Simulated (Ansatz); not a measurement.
```yaml
crystal:
  periodic: [false, false, false]
  atoms:
    - {symbol: C, position_ang: [0.178981, -1.505875, -0.504016]}
    - {symbol: O, position_ang: [0.656534, -0.217895, -0.559083]}
    - {symbol: Al, position_ang: [0.267021, 1.251920, 0.144921]}
    - {symbol: O, position_ang: [-1.066391, 1.318418, 1.188168]}
    - {symbol: F, position_ang: [1.163642, 2.550950, -0.177053]}
    - {symbol: H, position_ang: [0.961336, -2.143661, -0.212148]}
    - {symbol: H, position_ang: [-0.074699, -1.862671, -1.531444]}
    - {symbol: H, position_ang: [-0.711832, -1.648269, 0.091271]}
    - {symbol: H, position_ang: [-1.294500, 2.133700, 1.679451]}
basis:
  gaussian: {orbitals: aug-cc-pVTZ, nuclear_model: gaussian}
hamiltonian: {xc: {name: HF}}
correlation: {active_space: {window: {electrons: 2, orbitals: 1}}}
```

```sh
$ ansatz run in.yaml --threads 2 --pin off --events-out ev --progress --plain --max-ram 32768MiB --backend cpu
```

It prints (some lines left out):

```
Functional definition: HF
1914 factors; integrals over basis functions are off by at most 1.0e-3 eV
mean field evaluation 1: about -14459.5381 eV, gradient 5.8e1 eV
mean field evaluation 2: about -14459.6707 eV, gradient 5.8e1 eV
mean field evaluation 4: about -14465.3085 eV, gradient 3.1e0 eV
mean field evaluation 8: about -14465.3618 eV, gradient 3.5e-1 eV
mean field -14465.36230121 eV, -531.5922595946 hartree, gradient 2.7e-6 eV, S^2 0.000000; 0 other end points of the search recorded, 0 dependent functions left out
reference -14465.36230121 eV, -531.5922595946 hartree; 24, 24 occupied and 302, 302 virtual orbitals, 1914 factors
state -14465.36230121 eV, -531.5922595946 hartree
Total energy: -14465.36230121 eV, -531.5922595946 hartree
```

It took 29 s on 2 threads of a server CPU on a shared host, with 1.2 GiB of host memory at the peak.
